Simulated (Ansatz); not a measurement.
Isolated molecules relaxed with PBE0-D4/def2-TZVP in Ansatz; ΔE leaves out vibrations. CCSD(T)/CBS is the MP2 limit (def2-TZVPP, def2-QZVPP) plus CCSD(T) − MP2 in def2-TZVPP, frozen cores. Each species was taken in one conformer, which may not be the lowest.

`BBCOC` + `CC(N)O` → `BNC(C)O` + `BCOC`  (cleavage of the B–B bond)

`BBCOC`:

```xyz
13

B    -0.717    2.661    0.441
B    -0.898    1.035    0.353
C     0.171   -0.024   -0.053
O    -0.302   -1.348   -0.029
C     0.681   -2.273   -0.397
H    -0.399    3.212    1.459
H    -0.970    3.382   -0.485
H    -1.996    0.629    0.642
H     0.559    0.234   -1.057
H     1.049    0.089    0.612
H     0.234   -3.267   -0.351
H     1.044   -2.093   -1.419
H     1.544   -2.239    0.284
```

`CC(N)O`:

Cartesian coordinates in Å:
```
C -1.106 -0.129 0.648
C 0.011 -0.125 -0.368
N 1.253 -0.491 0.251
O 0.000 1.172 -0.959
H -2.050 0.141 0.175
H -1.195 -1.113 1.106
H -0.896 0.606 1.430
H -0.192 -0.875 -1.145
H 1.518 0.197 0.946
H 2.004 -0.570 -0.422
H 0.653 1.189 -1.663
```

`BNC(C)O`:

Z-matrix (Å, degrees):
```
C
N 1 1.444
O 1 1.409 2 111.0
C 1 1.510 2 112.2 3 119.3
H 1 1.097 2 106.1 3 -120.3
B 2 1.386 1 126.6 3 115.1
H 2 1.011 1 112.9 3 -64.3
H 3 0.962 1 107.8 2 -56.9
H 4 1.090 1 110.1 2 -179.5
H 4 1.090 1 110.3 2 59.9
H 4 1.093 1 110.0 2 -60.4
H 6 1.196 2 119.2 1 -179.7
H 6 1.198 2 118.6 1 0.1
```

`BCOC`:

Z-matrix (Å, degrees):
```
C
O 1 1.402
B 1 1.546 2 115.0
H 1 1.110 2 111.1 3 122.7
H 1 1.109 2 111.1 3 -122.8
C 2 1.400 1 112.7 3 -180.0
H 3 1.194 1 122.2 2 0.0
H 3 1.197 1 117.6 2 -180.0
H 6 1.090 2 107.7 1 -180.0
H 6 1.100 2 111.5 1 -60.5
H 6 1.100 2 111.5 1 60.5
```

```csv
species,CCSD(T)/def2-TZVPP energy (Eh)
`BBCOC`,-205.49841
`CC(N)O`,-210.08256
`BNC(C)O`,-235.50186
`BCOC`,-180.14161
```

(1) Work out ΔE.

Largest T1 diagnostic among the species: 0.012.

Results:

(1) ΔE = (-235.50186) + (-180.14161) − (-205.49841) − (-210.08256) = -0.06250 Eh = -164.1 kJ/mol. CCSD(T)/CBS gives -161.8 kJ/mol.

From PBE to PBE0 (25 % exact exchange), in def2-TZVPP and without D4, ΔE moves by −3.0 kJ/mol.
